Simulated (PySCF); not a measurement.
**2p core levels of `CC#C[SiH2][Si@@H](C)[SiH2][SiH3]`**

Compound: C4H14Si4.
Cartesian coordinates in Å at the PBE0-D3(BJ)/def2-SVP level; atoms count from 1:
```xyz
22
C4H14Si4 angstrom
C      4.497    1.147   -0.034
C      3.433    0.166   -0.138
C      2.545   -0.666   -0.228
Si     1.145   -1.840   -0.312
Si    -0.723   -0.778    0.661
C     -0.238    0.949    1.252
Si    -2.456   -0.625   -0.913
Si    -4.336    0.373    0.069
H      4.557    1.762   -0.945
H      4.330    1.822    0.820
H      5.473    0.657    0.107
H      1.499   -3.100    0.413
H      0.876   -2.191   -1.742
H     -1.221   -1.600    1.813
H      0.570    0.882    1.997
H      0.131    1.547    0.405
H     -1.095    1.468    1.706
H     -1.998    0.217   -2.066
H     -2.821   -1.980   -1.439
H     -4.829   -0.480    1.196
H     -5.451    0.566   -0.909
H     -3.956    1.710    0.625
```

Level of theory: delta-SCF UKS SCAN, pcX-2 on the ionised atom, pcseg-1 elsewhere, spin-free X2C in PySCF. Binding energies are ΔSCF values: E(core-ionised, relaxed orbitals) − E(ground state) at a fixed geometry, referred to the vacuum level. The 2p values add to the ΔSCF energy of one spin-free hole a correction within the shell (spin–orbit coupling, ligand field). The splitting includes the ligand field, and 2p3/2 is the mean of two sublevels.

When a 2p electron fills a 1s hole, the emitted photon carries the energy difference of the two hole states (Kα1 from 2p3/2, Kα2 from 2p1/2), here at the ground state's geometry.

| atom | Kα1 (eV) | Kα2 (eV) | 2p3/2 binding energy (eV) |
| --- | --- | --- | --- |
| Si4 | 1739.79 | 1739.17 | 106.25 |
| Si5 | 1739.69 | 1739.07 | 105.73 |
| Si7 | 1739.68 | 1739.06 | 105.85 |
| Si8 | 1739.69 | 1739.07 | 106.27 |

Q: What are the 1s and 2p1/2 binding energies?

A: 1s = Kα1 + 2p3/2, and 2p1/2 = 1s − Kα2:

```json
{"atom": "Si4", "environment": "SiH2 silicon", "1s (eV)": "1846.04", "2p1/2 (eV)": "106.87"}
{"atom": "Si5", "environment": "SiH silicon", "1s (eV)": "1845.42", "2p1/2 (eV)": "106.35"}
{"atom": "Si7", "environment": "SiH2 silicon", "1s (eV)": "1845.53", "2p1/2 (eV)": "106.47"}
{"atom": "Si8", "environment": "SiH3 silicon", "1s (eV)": "1845.96", "2p1/2 (eV)": "106.89"}
```

Over the 4 silicon sites the 1s value ranges over 0.62 eV, 2p3/2 over 0.54 eV and Kα1, their difference, over 0.11 eV.

Q: And the 1s levels of the other atoms?

A: C3 (alkyne carbon) 289.42 eV; C6 (Si-methyl carbon) 289.98 eV; C2 (alkyne carbon) 290.06 eV; C1 (propargylic carbon) 291.62 eV.

The unrestricted hole states depart most from a pure doublet (⟨S²⟩ = 0.75; over 0.85 named) for C 1s of C2 (0.86), which makes this value less certain. Isolated species at its PBE0-D3(BJ)/def2-SVP geometry (one conformer only).
